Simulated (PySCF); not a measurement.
Si(H)2(OH)(OSiH3) (H6O2Si2), SMILES O[SiH2]O[SiH3]. Geometry optimised at PBE-D3(BJ)/def2-SVP. Other conformers were not sampled.

Q: Give the equilibrium geometry at PBE-D3(BJ)/def2-SVP (PySCF confirms it by a frequency run) as bond lengths and angles. (An estimate is asked for; the answer gives what the named calculation found.)

A: One answer among several that fit: 
Atoms: Si1 O2 O3 Si4 H5 H6 H7 H8 H9 H10. Bonded distances (Å): Si1–O2 1.674, Si1–O3 1.673, Si1–H5 1.500, Si1–H6 1.497, O2–H7 0.973, O3–Si4 1.678, Si4–H8 1.506, Si4–H9 1.504, Si4–H10 1.501. Bond angles (°): O2–Si1–O3 112.2, O2–Si1–H5 111.8, O2–Si1–H6 104.6, O3–Si1–H5 105.3, O3–Si1–H6 110.2, H5–Si1–H6 112.9, Si1–O2–H7 115.4, Si1–O3–Si4 138.7, O3–Si4–H8 110.7, O3–Si4–H9 110.3, O3–Si4–H10 108.1, H8–Si4–H9 109.0, H8–Si4–H10 109.5, H9–Si4–H10 109.2.
Charge 0, spin multiplicity 1.
